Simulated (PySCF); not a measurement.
This PySCF input asks for the NMR shieldings of `[F][GeH2][SiH2][SiH3]`, FGeH₇Si₂; the geometry comes from PBE0-D3(BJ)/def2-SVP.

```python
import basis_set_exchange as bse
import numpy as np
from pyscf import gto, dft
from pyscf.prop import nmr

atoms = """
F     0.937332    1.439399    1.460699
Ge    1.839580    0.411389    0.352321
Si    0.118773   -0.804874   -0.770355
Si   -1.872707    0.078194    0.096320
H     2.648622    1.377932   -0.532483
H     2.771614   -0.428968    1.244511
H     0.242289   -2.264625   -0.468809
H     0.218737   -0.600541   -2.248413
H    -3.049618   -0.607414   -0.521646
H    -1.904699   -0.134272    1.572564
H    -1.944008    1.536624   -0.211160
"""
names = dict.fromkeys(["F", "Ge", "Si", "H"], "pcSseg-1")
basis = {el: gto.basis.parse(bse.get_basis(n, elements=[el], fmt="nwchem")) for el, n in names.items()}
mol = gto.M(atom=atoms, basis=basis, charge=0, verbose=0)
mf = dft.RKS(mol, xc="PBE0")
mf.grids.level = 2
mf.grids.alignment = dft.numint.BLKSIZE   # the property module wants whole blocks of grid points
mf.conv_tol = 1e-9
mf.kernel()

calc = nmr.RKS(mf)   # GIAO
C = mf.mo_coeff
Co = C[:, mf.mo_occ > 0]
resp = mf.gen_response(singlet=True, hermi=2)
def vind(x):   # induced exchange potential for any number of trial vectors
    d = np.einsum("pi,xij,qj->xpq", C, 2 * x.reshape(-1, C.shape[1], Co.shape[1]), Co, optimize=True)
    return np.einsum("xpq,pi,qj->xij", resp(d - d.transpose(0, 2, 1)), C, Co, optimize=True).ravel()
mo1, _ = nmr.rhf.solve_mo1(calc, with_cphf=vind)
sigma = calc.kernel(mo1)
for i, s in enumerate(sigma):   # ppm
    w = np.linalg.eigvalsh((s + s.T) / 2)
    print("%2d %-2s iso %8.1f  s11 %8.1f  s22 %8.1f  s33 %8.1f" % (i, mol.atom_pure_symbol(i), w.mean(), *w))
```

Problem. What are the results?

Solution. 
```
 0 F  iso    451.3  s11    391.9  s22    475.3  s33    486.6
 1 Ge iso   1312.6  s11   1076.2  s22   1246.4  s33   1615.2
 2 Si iso    454.1  s11    439.5  s22    454.0  s33    468.7
 3 Si iso    458.2  s11    456.7  s22    458.5  s33    459.3
 4 H  iso     25.4  s11     19.3  s22     21.3  s33     35.7
 5 H  iso     25.4  s11     19.3  s22     21.3  s33     35.8
 6 H  iso     27.6  s11     24.1  s22     25.2  s33     33.4
 7 H  iso     27.6  s11     24.1  s22     25.2  s33     33.5
 8 H  iso     27.6  s11     24.2  s22     25.1  s33     33.5
 9 H  iso     27.5  s11     23.9  s22     26.2  s33     32.5
10 H  iso     27.5  s11     24.0  s22     26.1  s33     32.5
```

These numbers come from an equivalent density-fitted implementation of the same equations, which agrees with the script to about 0.01 ppm for H and up to a few tenths of a ppm for heavy atoms, so last digits may differ.

Problem. Turn these shieldings into chemical shifts. Scale: CFCl3 for ¹⁹F (177.25 ppm); GeMe4 for ⁷³Ge (1330.28 ppm); ²⁹Si (351.99 ppm) and ¹H (31.27 ppm) vs TMS (reference shieldings calculated alike).

Solution. Averaging equivalent atoms: F 0: -274.0; Ge 1: 18; Si 2: -102.1; Si 3: -106.2; H 4/5: 5.84; H 8/9/10: 3.72; H 6/7: 3.68 ppm. Unscaled 19F shifts against computed CFCl3 carry errors that often reach 10 to 50 ppm.

Relativistic effects, spin–orbit coupling among them, are left out; they matter for Ge and for the light atoms bonded to it.

Size and cost of the density-fitted run: 141 basis functions, 11 s wall time on 1 thread of an x86-64 server CPU, shared host.
